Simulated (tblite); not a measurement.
C₅H₉ClFSi (doublet state).
Numbering: `[CH3:1]/[C:2](=[C:3]/[SiH2:4][Cl:5])[CH2:6][CH2:7][F:8]` (hydrogens: H9, H10, H11 on C1; H12, H13 on Si4; H14, H15 on C6; H16, H17 on C7)

Geometry (GFN2-xTB, Å), atoms numbered from 1 in this order:
```
atom  x, y, z in Å
C1    -1.551   -0.959    1.089
C2    -0.410   -0.581    0.185
C3     0.824   -0.930    0.395
Si4    2.632   -0.972    0.180
Cl5    3.296    0.961    0.104
C6    -0.800    0.303   -0.996
C7    -0.670    1.779   -0.629
F8    -1.628    2.137    0.289
H9    -2.056   -0.056    1.428
H10   -2.271   -1.566    0.541
H11   -1.196   -1.519    1.949
H12    3.287   -1.584    1.335
H13    3.027   -1.613   -1.074
H14   -1.831    0.094   -1.285
H15   -0.137    0.110   -1.838
H16    0.303    1.992   -0.177
H17   -0.828    2.416   -1.506
```

Structure optimised with GFN2-xTB, isolated species. This method treats the open shell by occupation alone, without spin polarisation.

Take the most abundant isotopes and a rigid rotor. The values belong to one conformer with, in the numbering `[CH3:1]/[C:2](=[C:3]/[SiH2:4][Cl:5])[CH2:6][CH2:7][F:8]`, C2–C3–Si4–Cl5 48°, C1–C2–C6–C7 91°, C2–C6–C7–F8 -69°.

(1) What are A, B and C (cm⁻¹)?

(2) What kind of rotor is it?

(3) What does the inertial defect say?

(4) Give the other two planar moments, Paa and Pbb, and the rms extents of the mass along the axes.

(5) Estimate the classical rotational partition function at 10 K, 50 K and 100 K.

## Answers

(1) Ia = 257.02, Ib = 663.98, Ic = 835.25 u·Å²; 505379 MHz·u·Å²/I gives 1966, 761.1 and 605.1 MHz, that is A = 0.06559, B = 0.02539, C = 0.02018 cm⁻¹.

(2) An asymmetric top: κ = (2 × 761.1 − 1966 − 605.1)/(1966 − 605.1) = -0.77.

(3) Not planar: Δ = Ic − Ia − Ib = -85.76 u·Å². For a rigid frame Δ = −2 Σ m c², so Σ m c² = 42.88 u·Å² lies off the ab plane: 13.48 from hydrogen and 29.40 from heavier atoms. The atom farthest from that plane is 1.94 Å away.

(4) Paa = Σ m a² = (Ib + Ic − Ia)/2 = 621.11 and Pbb = Σ m b² = (Ia + Ic − Ib)/2 = 214.14 u·Å². With the mass M = 151.01 u, the rms extents √(P/M) along a, b and c are 2.03, 1.19, 0.53 Å.

(5) Point group C1, symmetry number σ = 1; q = (√π/σ)·√((kT/h)³/(ABC)), k/h = 20836.6 MHz/K: 5600 at 10 K, 62600 at 50 K, 177000 at 100 K.

For this open shell read J as N, the rotation without spin; fine and hyperfine splittings come on top. Its lowest GFN2-xTB frequency is 10 cm⁻¹, too small to tell a flat minimum from a shallow saddle. These are rigid-rotor constants of the computed structure; measured ground-state constants (B0) also hold zero-point vibration.

Time: 1.4 s. Hardware: an Arm Neoverse V1 with one thread, no GPU, shared host with 64 logical CPUs at a one-minute load of 16. That covers the optimisation of the geometry.
